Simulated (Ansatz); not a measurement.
Program: Ansatz. Geometries: PBE0-D4/def2-TZVP. ΔE: electronic, gas phase. CBS: MP2 limit from def2 TZ/QZ plus the TZ coupled-cluster correction, frozen cores. This one scheme is used for every species. Functionals use def2-TZVPP. B3LYP here is the variant with VWN-RPA as its local correlation; programs differ in this. One conformer a species, not always the lowest.

Reaction (ligand exchange at the Si–S bond): `N[SiH2]S[SiH3]` + `BO` → `BO[SiH2]N` + `[SiH3]S`

`N[SiH2]S[SiH3]`:

Z-matrix (Å, degrees):
```
Si
S 1 2.154
N 1 1.707 2 113.7
H 1 1.486 2 106.2 3 -121.3
H 1 1.482 2 109.3 3 119.0
Si 2 2.132 1 97.2 3 145.8
H 3 1.007 1 120.7 2 -60.2
H 3 1.007 1 119.6 2 85.1
H 6 1.483 2 106.5 1 172.1
H 6 1.485 2 111.2 1 -68.4
H 6 1.486 2 111.3 1 52.8
```

`BO`:

Cartesian coordinates in Å:
```
B 0.368 0.157 0.131
O -0.524 -0.806 -0.173
H 1.435 -0.204 0.534
H 0.086 1.318 -0.001
H -1.364 -0.464 -0.491
```

`BO[SiH2]N`:

```xyz
10

B    -1.617   -0.640   -1.088
O    -0.569    0.171   -0.867
Si    0.218    0.621    0.531
N     1.821    0.069    0.638
H    -2.163   -1.190   -0.165
H    -1.985   -0.799   -2.219
H    -0.544    0.059    1.672
H     0.240    2.099    0.504
H     2.561    0.489    0.100
H     2.038   -0.879    0.896
```

`[SiH3]S`:

Z-matrix (Å, degrees):
```
Si
S 1 2.137
H 1 1.485 2 111.6
H 1 1.485 2 111.6 3 -122.0
H 1 1.482 2 104.8 3 119.0
H 2 1.344 1 94.7 3 60.9
```

```csv
level,ΔE (kcal/mol),difference from CCSD(T)/CBS
PBE-D4,-3.8,3.5
r2SCAN-D4,-6.4,0.9
PBE0-D4,-4.7,2.6
B3LYP-D4,-7.9,-0.6
ωB97X-V,-7.6,-0.3
ωB97M-V,-7.5,-0.2
B2PLYP,-8.9,-1.6
PBE,-4.8,2.5
r2SCAN,-6.7,0.6
PBE0,-5.6,1.7
B3LYP,-9.5,-2.2
HF/def2-TZVPP,-12.8,-5.5
MP2/def2-TZVPP,-7.0,0.3
SCS-MP2/def2-TZVPP,-8.6,-1.3
CCSD/def2-TZVPP,-9.0,-1.7
CCSD(T)/def2-TZVPP,-8.0,-0.7
HF/def2-QZVPP,-13.2,-5.9
MP2/def2-QZVPP,-6.8,0.5
SCS-MP2/def2-QZVPP,-8.3,-1.0
HF/CBS(def2),-13.3,-6.0
MP2/CBS(def2),-6.3,1.0
CCSD/CBS(def2),-8.3,-1.0
CCSD(T)/CBS,-7.3,0
```

Largest T1 diagnostic among the species: 0.014.

In def2-TZVPP, CCSD(T) changes the Hartree–Fock value by +4.7 kcal/mol (the triples alone add +1.0 kcal/mol) and MP2 by +5.8 kcal/mol. From PBE to PBE0 (25 % exact exchange), in def2-TZVPP and without D4, ΔE moves by −0.8 kcal/mol. The D4 term adds +1.7 kcal/mol with B3LYP and +0.9 kcal/mol with PBE0; it sums over pairs of atoms, weighted by their polarisabilities, and B3LYP, whose exchange is more repulsive, gets the larger term.
